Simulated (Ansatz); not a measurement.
Ansatz (an electronic-structure program) input (RI-MP2/aug-cc-pV(Q+d)Z):
A basis named .json is the Basis Set Exchange file of that set.

Ansatz 0.2 input:
```yaml
crystal:
  periodic: [false, false, false]
  atoms:
    - {symbol: P, position_ang: [0.03250720, -0.05666463, 0.05072503]}
    - {symbol: H, position_ang: [0.00392946, -0.00963856, -1.35582486]}
    - {symbol: H, position_ang: [1.39733700, 0.61532213, 0.12299923]}
    - {symbol: H, position_ang: [-0.65116604, 1.13786303, 0.34586113]}
    - {symbol: H, position_ang: [-1.23770843, -0.89357720, 0.12608909]}
basis:
  gaussian:
    orbitals: aug-cc-pV_Q+d_Z.json
    fitting: {mean_field: def2-universal-jkfit, correlation: aug-cc-pVQZ-RIFIT.json}
magnetization: {spin_polarized: true, initial_magnetization: 1}
correlation: {method: mp2, electrons: outside_noble_gas}
```

Output:

```
Functional definition: HF
integrals: 0.23 GiB planned
200 factors; integrals over basis functions are off by at most 7.2e0 eV
mean field: 0.60 GiB planned
mean field evaluation 1: about -9332.3149 eV, gradient 8.1e0 eV
mean field evaluation 2: about -9333.0921 eV, gradient 3.1e0 eV
mean field evaluation 4: about -9333.2776 eV, gradient 3.8e-1 eV
mean field evaluation 8: about -9333.2812 eV, gradient 1.3e-6 eV
mean field -9333.28122300 eV, -342.9917586201 hartree, gradient 1.3e-6 eV, S^2 0.782526; 0 other end points of the search recorded, 0 dependent functions left out
5 core orbitals not correlated
514 factors; their error is unknown
reference -9333.28122300 eV, -342.9917586201 hartree; 5, 4 occupied and 263, 264 virtual orbitals, 514 factors
second order -5.29587430 eV of doubles, -0.00000000 eV of singles
Total energy: -9338.57709730 eV, -343.1863784109 hartree
```
